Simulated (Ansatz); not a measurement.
```yaml
crystal:
  periodic: [false, false, false]
  atoms:
    - {symbol: Si, position_ang: [-0.258230, -1.504336, 0.682691]}
    - {symbol: Si, position_ang: [1.219633, -0.639451, -0.947730]}
    - {symbol: Si, position_ang: [0.260454, 1.505056, -0.680315]}
    - {symbol: Si, position_ang: [-1.221341, 0.638909, 0.945869]}
    - {symbol: H, position_ang: [0.414895, -2.028118, 1.903846]}
    - {symbol: H, position_ang: [-1.197007, -2.542844, 0.173858]}
    - {symbol: H, position_ang: [1.044683, -1.224283, -2.306394]}
    - {symbol: H, position_ang: [2.659851, -0.719872, -0.576251]}
    - {symbol: H, position_ang: [1.201176, 2.539146, -0.166184]}
    - {symbol: H, position_ang: [-0.409133, 2.035056, -1.900774]}
    - {symbol: H, position_ang: [-1.055355, 1.225281, 2.305017]}
    - {symbol: H, position_ang: [-2.659645, 0.715467, 0.566357]}
basis:
  gaussian: {orbitals: aug-cc-pVDZ, final_grid: {core_spheres: 1, valence_spheres: 1, degree: 1}}
hamiltonian: {xc: {name: PBE}}
accuracy: high
```

```sh
$ ansatz run in.yaml --threads 4 --pin off --events-out ev --progress --plain --max-ram 10444MiB
```

Shortened log:

```
Functional definition: PBE
  name "PBE"
  cite "Perdew, Burke & Ernzerhof, Phys. Rev. Lett. 77, 3865 (1996) doi:10.1103/PhysRevLett.77.3865"
  parent pbe
  parameter kappa = 0.804
  parameter beta = 0.06672455060314922
  exchange = pbe_x(kappa = kappa, mu = beta*pi^2/3)
  correlation = pbe_c(beta = beta)
3535 factors; integrals over basis functions are off by at most 3.8e-9 eV
mean field evaluation 1: about -31621.1544 eV, gradient 2.3e1 eV
mean field evaluation 2: about -31621.7196 eV, gradient 2.1e1 eV
mean field evaluation 4: about -31623.6291 eV, gradient 5.1e-1 eV
mean field evaluation 16: about -31626.4661 eV, gradient 3.3e0 eV
mean field evaluation 32: about -31627.2718 eV, gradient 8.8e-3 eV
mean field evaluation 64: about -31629.9519 eV, gradient 1.1e-1 eV
mean field evaluation 96: about -31629.9773 eV, gradient 1.2e-1 eV
mean field -31629.99771806 eV, -1162.3809765561 hartree, gradient 3.0e-8 eV, S^2 0.000000; 2 other end points of the search recorded, 0 dependent functions left out
reference -31629.99771811 eV, -1162.3809765580 hartree; 32, 32 occupied and 148, 148 virtual orbitals, 3535 factors
Total energy: -31629.99771811 eV, -1162.3809765580 hartree
```

In this input the integration grid is far too coarse. Self-consistency was reached. The result belongs to that input, not to the molecule as meant.
